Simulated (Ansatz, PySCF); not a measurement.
Ge(H)2(Et)(NH2) (C2H9GeN), SMILES C[CH2][GeH2][NH2]. Atoms are numbered in the order given.

```xyz
13

Ge     0.5007    -0.3533     0.3054
N      1.3088     1.0185    -0.6490
C     -1.3360    -0.5257    -0.3772
C     -2.1088     0.7962    -0.3538
H      1.3422    -1.6182     0.0264
H      0.4600    -0.1023     1.8420
H      0.9746     1.9479    -0.3971
H      2.3247     1.0281    -0.5684
H     -1.2631    -0.9141    -1.4062
H     -1.8525    -1.2960     0.2198
H     -2.1970     1.2001     0.6689
H     -3.1321     0.6781    -0.7474
H     -1.6077     1.5591    -0.9717
```

Coordinates come from a B3LYP-D3(BJ)/def2-SVP optimisation. One conformer was computed; it need not be the lowest.

Two levels are set side by side: PBE-D3(BJ)/def2-SVP (Ansatz, a quantum-chemistry and plane-wave program) and B3LYP-D3(BJ)/def2-SVP (Ansatz). Each level has its own optimised geometry; the coordinates shown are those of the second. Frequencies come from the Hessian of PySCF at each geometry. Differences are taken from unrounded values.

```
quantity                            B3LYP-D3(BJ)
----------------------------------  ------------
mean bond length (Å)                       1.334
bond Ge1–N2 (Å)                            1.856
bond Ge1–C3 (Å)                            1.967
bond C3–C4 (Å)                             1.531
bond Ge1–H5 (Å)                            1.545
bond Ge1–H6 (Å)                            1.558
bond N2–H7 (Å)                             1.019
bond N2–H8 (Å)                             1.019
bond C3–H9 (Å)                             1.102
bond C3–H10 (Å)                            1.103
bond C4–H11 (Å)                            1.103
bond C4–H12 (Å)                            1.103
bond C4–H13 (Å)                            1.102
highest harmonic wavenumber (cm⁻¹)          3605
mean harmonic wavenumber (cm⁻¹)             1412
zero-point energy (kcal/mol)               66.61
```

Task: What does PBE-D3(BJ) give, and how far is it from B3LYP-D3(BJ)? (The exact figures need the calculation; the answer reports its results.)

Result: 
```tsv
quantity	PBE-D3(BJ)	PBE-D3(BJ) minus B3LYP-D3(BJ)
mean bond length (Å)	1.342	0.007
bond Ge1–N2 (Å)	1.867	0.011
bond Ge1–C3 (Å)	1.971	0.004
bond C3–C4 (Å)	1.532	0.000
bond Ge1–H5 (Å)	1.554	0.009
bond Ge1–H6 (Å)	1.568	0.011
bond N2–H7 (Å)	1.028	0.008
bond N2–H8 (Å)	1.027	0.008
bond C3–H9 (Å)	1.110	0.008
bond C3–H10 (Å)	1.111	0.008
bond C4–H11 (Å)	1.110	0.007
bond C4–H12 (Å)	1.110	0.008
bond C4–H13 (Å)	1.110	0.008
highest harmonic wavenumber (cm⁻¹)	3521	-83
mean harmonic wavenumber (cm⁻¹)	1377	-35
zero-point energy (kcal/mol)	64.97	-1.64
```

GGA bonds tend to be longer and softer than those of functionals with exact exchange. Differences between two approximate levels are no errors against the true value.
